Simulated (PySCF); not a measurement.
Al(F)(NCO)(OH) (CHAlFNO₂), SMILES [Al]([N]=C=O)([OH])[F]. Heavy atoms are numbered as in [Al:1]([F:2])([N:3]=[C:4]=[O:5])[OH:6]. Hydrogens are named by the atom that carries them.

Coordinates come from a B3LYP-D3(BJ)/def2-SVP optimisation. The structure was generated by enumeration; whether it is a known compound was not checked. One conformer was computed; it need not be the lowest.

Calculation: B3LYP/pcSseg-1 (PySCF).

GIAO shieldings, no solvent; atoms alike by connectivity are averaged. δ = σ(ref) − σ: ¹⁹F against CFCl3 (σ = 161.7 ppm); ¹⁵N against NH3 (σ = 265.5 ppm); ¹³C against TMS (σ = 181.3 ppm); ¹⁷O against H2O (σ = 333.8 ppm); ¹H against TMS (σ = 31.68 ppm), references at their B3LYP-D3(BJ)/def2-TZVP geometries, non-relativistic.

| nucleus | atoms | count | δ (ppm) |
|---|---|---|---|
| ¹⁹F | F2 | 1 | -208.3 |
| ¹⁵N | N3 | 1 | 40.2 |
| ¹³C | C4 | 1 | 128.5 |
| ¹⁷O | O5 | 1 | 138.2 |
| ¹⁷O | O6 (OH) | 1 | 16.4 |
| ¹H | H on O6 | 1 | 2.16 |
